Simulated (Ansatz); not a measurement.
Cost and result up the ladder for Sn₂O₆H₄ (12 atoms). Total charge 0; singlet. Geometry: r2SCAN-D4/def2-SVP.

```tsv
atom	x (Å)	y (Å)	z (Å)
Sn1	0.048	1.152	-1.397
Sn2	0.252	-0.494	1.529
O3	-1.086	-1.919	0.996
O4	1.314	-0.049	2.976
O5	1.208	2.583	-1.490
O6	-1.447	-1.611	-0.370
O7	-0.803	1.118	0.599
O8	1.143	-0.474	-0.431
H9	-1.121	0.272	-2.248
H10	-0.642	1.960	1.060
H11	2.086	-0.235	-0.381
H12	-0.952	-2.302	-0.843
```

Ansatz on 4 threads of Arm Neoverse V2 on a shared host. Times are rough, and most runs start from the orbitals of an earlier one. r2SCAN0-D4/def2-TZVP serves as the yardstick here, not as an exact answer. Differences are given only for rows in sets of like size (and for xTB, whose basis is part of the method), since another set adds its own error. Binding counts from free atoms at the same level (Sn triplet, O triplet, H doublet; other spins of the atoms weren't run), without zero-point energy or a counterpoise term.

In the def2 sets Sn takes a core potential; there is no spin–orbit coupling. LC-ωPBE has ω = 0.4 bohr⁻¹. Correlated methods freeze 14 core orbitals; core or outer-core shells of Sn are correlated, in sets that lack core-valence functions. The rows differ in basis, and correlated rows in double-zeta sets carry the largest basis error. The structure holds one bond between oxygen atoms, so isomers without such links may lie far lower. Another isomer (singlet) lies 1.81 eV lower at PBE0-D4/def2-TZVP; other spin states weren't run for this one.

Correlated methods converge slowly with the basis, most of all in double-zeta sets.

```tsv
level	functions	wall time
PBE-D4/def2-TZVP (with forces)	310	4.9 s
LC-ωPBE/def2-TZVP	310	5.5 s
r2SCAN-D4/def2-TZVP	310	7.5 s
PBE0-D4/def2-TZVP	310	8 s
r2SCAN0-D4/def2-TZVP	310	11 s
CCSD(T)/def2-SVP	156	1.8 min
```

(1) Estimate what each level gives for the binding energy per atom (eV).

Results:

(1) 
```
                         level  binding energy per atom (eV)  difference from r2SCAN0-D4/def2-TZVP (eV)           remarks
PBE-D4/def2-TZVP (with forces)                          3.36                                       0.37                 –
             LC-ωPBE/def2-TZVP                          3.12                                       0.13                 –
           r2SCAN-D4/def2-TZVP                          3.21                                       0.22                 –
             PBE0-D4/def2-TZVP                          3.10                                       0.12                 –
          r2SCAN0-D4/def2-TZVP                          2.99                                       0.00                 –
              CCSD(T)/def2-SVP                          2.84                                          –  large T1 (0.023)
```
